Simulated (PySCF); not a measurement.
Compound: C8H9NO.
Atom-mapped SMILES: `[CH2:1]=[CH:2][CH2:3][O:4][c:5]1[cH:6][cH:7][n:8][cH:9][cH:10]1`

Geometry (GFN2-xTB, Å), atoms numbered from 1 in this order:
```xyz
19
C8H9NO angstrom
C      3.487   -0.061   -0.406
C      2.180    0.026   -0.250
C      1.444   -0.477    0.959
O      0.238   -1.139    0.625
C     -0.834   -0.421    0.222
C     -0.926    0.969    0.181
C     -2.116    1.534   -0.251
N     -3.173    0.842   -0.631
C     -3.084   -0.479   -0.586
C     -1.956   -1.157   -0.174
H      4.120   -0.506    0.343
H      3.978    0.320   -1.285
H      1.557    0.467   -1.016
H      1.245    0.350    1.657
H      2.040   -1.229    1.483
H     -0.108    1.609    0.469
H     -2.220    2.610   -0.297
H     -3.968   -1.017   -0.903
H     -1.916   -2.234   -0.150
```

NICS is the negative of the GIAO shielding at a point without a nucleus: at the ring centre (0) and 1 Å above and below it (1); zz is the component along the ring normal. Level: GIAO PBE0/pcSseg-1 (PySCF, non-relativistic, gas phase) on the GFN2-xTB geometry, one conformer.

Ring bond lengths (Å), with Mayer bond orders in brackets: C5–C6 1.394 (1.35), C6–C7 1.386 (1.39), C7–N8 1.320 (1.51), N8–C9 1.325 (1.45), C9–C10 1.380 (1.44), C10–C5 1.399 (1.37).

What do the NICS probes read (ppm)?

```tsv
ring	type	NICS(0)	NICS(1), two faces	NICS(1)zz, two faces	rms pucker (Å)	centre to ring atoms, mean (Å)
C5–C6–C7–N8–C9–C10	6-membered ring with N; formal bonds all aromatic	-8.0	-10.7 / -10.7	-26.4 / -26.5	0.00	1.37
```

What do they say, and how far can they be read as aromaticity?

- C5–C6–C7–N8–C9–C10: mean NICS(1)zz -26.5 ppm, shielded. The ring is flat and has no four-coordinate atom; by the NICS criterion it is aromatic.

What does the geometric index give? Use HOMA with the parameters of Krygowski (1993).

- C5–C6–C7–N8–C9–C10: HOMA 0.99; the largest term is that of C10–C5, α(R − Ropt)² = 0.03. The geometric and the magnetic index point the same way.

What is the mean of the two in-plane components of NICS at the first NICS(1) probe listed for ring C5–C6–C7–N8–C9–C10, 1 Å off the ring?

The isotropic value is a third of the trace: (3 × -10.7 − (-26.4))/2 = -2.8 ppm.

The run took 48 s wall on one thread of an Arm Neoverse V1, shared host, and the process peaked at 0.95 GiB of memory. This is the whole shielding run at PBE0/pcSseg-1, SCF included.
